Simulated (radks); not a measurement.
Q: These are the eigenvalues of the occupied orbitals of an atom or ion with whole-number occupations (Ry). Method: non-relativistic Kohn-Sham, B86b exchange with PBE correlation, spin-polarised, spherical densities, point nucleus; computed with a radial shooting solver on a logarithmic mesh with Libxc functionals.

| orbital | eigenvalue |
|---|---|
| 1s | -643.6163 |
| 2s | -77.05570 |
| 2p | -67.62932 |
| 3s | -8.78700 |
| 3p | -5.85936 |
| 3d | -1.01292 |

Which element is it, and in what charge state? The configuration may be excited. Open shells, if any, are filled with parallel spins first.

A: Z = 29, copper, charge +1: Cu+ in [Ar] 3d10. The list shows which subshells hold electrons but not how many an open one holds; the 1s level, -321.81 hartree, gives Z - s = 25.4 by -(Z - s)^2/2, which with screening narrows Z to a few neighbours, and the depths of the outer levels then fix element, charge and occupations together.
